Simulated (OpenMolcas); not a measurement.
# Nb3+: ligand-field states by method

Nb3+ with 4 ligands (chloride) in tetrahedral coordination (Td) at 2.35 Å. A charge of +0.25 e stands 2.4 Å behind each ligand. Ligand basis ANO-RCC-VDZP.

```yaml
Program: OpenMolcas
Basis: ANO-RCC-VTZP [7s6p4d2f1g]
Scalar_Hamiltonian: DKH2, point nucleus
Active_space: 2 electrons in 5 orbitals (4d)
State_averaging: 2S+1 = 3 even, 10 roots; 2S+1 = 1 even, 15 roots
Spin-orbit_coupling: RASSI with atomic mean-field integrals over the reference wave functions
```

I. CASSCF
II. SS-CASPT2, IPEA 0.25 Eh, imaginary shift 0.1 Eh (closed shells correlated: 4s 4p and the ligand valence shells)

Spin-free states (labels of Td) in cm-1, each column counted from its own energy of the first state listed:

```json
{"State": "3A2", "Degeneracy": "1", "I": "0", "II": "0"}
{"State": "3T2", "Degeneracy": "3", "I": "7926", "II": "7710"}
{"State": "1E", "Degeneracy": "2", "I": "9539", "II": "6210"}
{"State": "3T1", "Degeneracy": "3", "I": "12384", "II": "11250"}
{"State": "1A1", "Degeneracy": "1", "I": "16020", "II": "11670"}
```

From I to II, I's first state of the same spin (3T2) moves from 7926 to 7710 cm-1, by about -220 cm-1.

From I to II, I's first state of another spin (1E) moves from 9539 to 6210 cm-1, by about -3300 cm-1.

χT at 300 K: I 0.86, II 0.85 cm3 K/mol.

Roots that are degenerate in the reference are averaged as groups; the widest CASPT2 spread within a group is 480 cm-1 (the 3-fold group of multiplicity 1 near 13100 cm-1 above the lowest state of its run, II). Shifts and gaps below about the spread of the groups concerned are not significant. Over all roots computed the reference weight is 0.71 to 0.73 in II; a low but even weight reflects the number of correlated electrons. The least metal-like active orbital is 76 % on the metal (Löwdin) and no ligand orbital is active, so the numbers are rough. Ligand-to-metal charge-transfer states are missing. With no ligand orbital active B as a rule stays too high, so bands that hang on it stand too high and its fall with covalency is understated. Without dynamic correlation the repulsion within the d shell is too large (B by tens of per cent), so at a given field states of lower spin stand too high (holds for I). With metal d orbitals alone the field can be off either way by tens of per cent (holds for I). These CASPT2 states fit no ligand-field parameters well, so their order and spin gaps are uncertain (holds for II). With one d shell and no ligand orbital active, 10Dq can be off by a tenth or more (holds for II). No measured value stands beside these numbers; the geometry was imposed, not optimised, and the real ion may take another.
